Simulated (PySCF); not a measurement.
A species of formula C3H5F2PSi has this rotational fingerprint, computed with PySCF 2.14.0, PBE0-D3(BJ)/def2-SVP geometry optimisation, gas phase:

```
Rotational constants : A = 2447, B = 1042, C = 780.3 MHz
Dipole components    : |μa| = 0.50 D, |μb| = 0.49 D, |μc| = 1.13 D
Inertial defect      : -43.87 u·Å²
κ                    : -0.69
```

**Question.** Which structure is it? (One computed conformer of each.)
A. `[F:1][C:2]1=[C:3]([Si@@H:4]([F:5])[PH2:6])[CH2:7]1` with C2–C3–Si4–F5 -164°, C3–Si4–P6–H 66° and 159°
B. `[F:1][C:2]1=[CH:3][C@@H:4]1[Si@H:5]([F:6])[PH2:7]` with C3–C4–Si5–F6 -21°, C4–Si5–P7–H -61° and -155°

**Answer.** A. It is FC1=C([Si@@H](F)P)C1, an asymmetric top, point group C1. The candidates at the same level (rigid rotor, commonest isotopes):

```tsv
SMILES	A (MHz)	B (MHz)	C (MHz)	μa (D)	μb (D)	μc (D)	Δ (u·Å²)	point group	rotor
FC1=C[C@@H]1[Si@H](F)P	2498	1140	943.4	0.35	0.59	2.19	-110.14	C1	asymmetric top
FC1=C([Si@@H](F)P)C1	2447	1042	780.3	0.50	0.49	1.13	-43.87	C1	asymmetric top
```

`FC1=C[C@@H]1[Si@H](F)P` has C 21 % too high. No structure here is proved a minimum.
